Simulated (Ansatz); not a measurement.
`CN(C)c1ccc(-c2ccc(-c3ccc(-c4ccc(C#N)s4)s3)s2)s1` with charge +1. Charge 1, multiplicity 2. Geometry PBE-D4/def2-SVP, that of the neutral singlet; atoms count from 1.

```tsv
atom	x (Å)	y (Å)	z (Å)
C1	-3.4349	5.2875	-3.7128
N2	-3.6523	3.8782	-3.9702
C3	-4.8509	3.4546	-4.6669
C4	-2.9779	2.9418	-3.2277
C5	-3.1991	1.5613	-3.1512
C6	-2.2663	0.9065	-2.3094
C7	-1.3345	1.7517	-1.7113
C8	-0.2599	1.4510	-0.8073
C9	0.7461	2.2899	-0.3123
C10	1.6427	1.6431	0.5665
C11	1.3527	0.2907	0.7678
C12	2.0552	-0.6628	1.5840
C13	3.2702	-0.5009	2.2622
C14	3.6708	-1.6486	2.9784
C15	2.7806	-2.7205	2.8677
C16	2.8579	-4.0363	3.4464
C17	1.9591	-5.1042	3.3255
C18	2.3544	-6.2580	4.0361
C19	3.5644	-6.0932	4.7137
C20	4.2565	-7.0274	5.5161
N21	4.8376	-7.8024	6.1857
S22	4.2115	-4.4822	4.4610
S23	1.4170	-2.2709	1.8595
S24	-0.0706	-0.1662	-0.1551
S25	-1.6277	3.4205	-2.2072
H26	-2.3461	5.5105	-3.6998
H27	-3.8893	5.8863	-4.5245
H28	-3.8632	5.6262	-2.7385
H29	-5.2085	4.2784	-5.3124
H30	-4.6331	2.5814	-5.3169
H31	-5.6751	3.1658	-3.9718
H32	-4.0042	1.0452	-3.6869
H33	-2.2676	-0.1792	-2.1341
H34	0.8225	3.3490	-0.5960
H35	2.4880	2.1465	1.0548
H36	3.8516	0.4295	2.2227
H37	4.5982	-1.7096	3.5655
H38	1.0374	-5.0361	2.7312
H39	1.7868	-7.1972	4.0675
```

Single mean-field runs in def2-TZVP are fitted with def2-universal-jkfit.

(1) Estimate the Mulliken populations of the heavy atoms from the PBE0/def2-TZVP orbitals of Ansatz.

(2) Where does the spin sit?

(3) And the Mayer bond orders between heavy atoms (over 0.3)?

Answers

(1) 
| atom | charge (e) | spin (α − β) |
| --- | --- | --- |
| C1 | -0.33 | -0.01 |
| N2 | 0.00 | 0.15 |
| C3 | -0.34 | -0.01 |
| C4 | 0.13 | 0.07 |
| C5 | -0.20 | 0.10 |
| C6 | -0.18 | 0.03 |
| C7 | 0.01 | 0.14 |
| C8 | 0.12 | 0.05 |
| C9 | -0.13 | 0.09 |
| C10 | -0.20 | 0.01 |
| C11 | 0.12 | 0.15 |
| C12 | 0.10 | -0.02 |
| C13 | -0.19 | 0.11 |
| C14 | -0.15 | -0.05 |
| C15 | 0.12 | 0.15 |
| C16 | 0.01 | -0.05 |
| C17 | -0.17 | 0.08 |
| C18 | -0.16 | -0.04 |
| C19 | 0.19 | 0.09 |
| C20 | -0.27 | -0.03 |
| N21 | 0.02 | 0.05 |
| S22 | 0.10 | 0.01 |
| S23 | 0.02 | -0.02 |
| S24 | 0.03 | -0.03 |
| S25 | 0.01 | -0.03 |
Mulliken values depend strongly on the basis.

(2) Summed by element: C 0.87, N 0.20, S -0.08, H 0.02, of 1 unpaired in all. Largest on single atoms: C15 0.15, C11 0.15, N2 0.15.

(3) C1–N2 0.95 (1.45 Å); N2–C3 0.94 (1.45 Å); N2–C4 1.32 (1.37 Å); C4–C5 1.35 (1.40 Å); C4–S25 1.19 (1.76 Å); C5–C6 1.45 (1.42 Å); C6–C7 1.34 (1.39 Å); C7–C8 1.11 (1.44 Å); C7–S25 1.22 (1.77 Å); C8–C9 1.30 (1.40 Å); C8–S24 1.23 (1.75 Å); C9–C10 1.43 (1.41 Å); C10–C11 1.37 (1.40 Å); C11–C12 1.04 (1.44 Å); C11–S24 1.25 (1.76 Å); C12–C13 1.39 (1.40 Å); C12–S23 1.24 (1.75 Å); C13–C14 1.40 (1.41 Å); C14–C15 1.35 (1.40 Å); C15–C16 1.03 (1.44 Å); C15–S23 1.27 (1.75 Å); C16–C17 1.40 (1.40 Å); C16–S22 1.29 (1.75 Å); C17–C18 1.37 (1.41 Å); C18–C19 1.47 (1.40 Å); C19–C20 0.98 (1.41 Å); C19–S22 1.24 (1.75 Å); C20–N21 2.97 (1.18 Å).
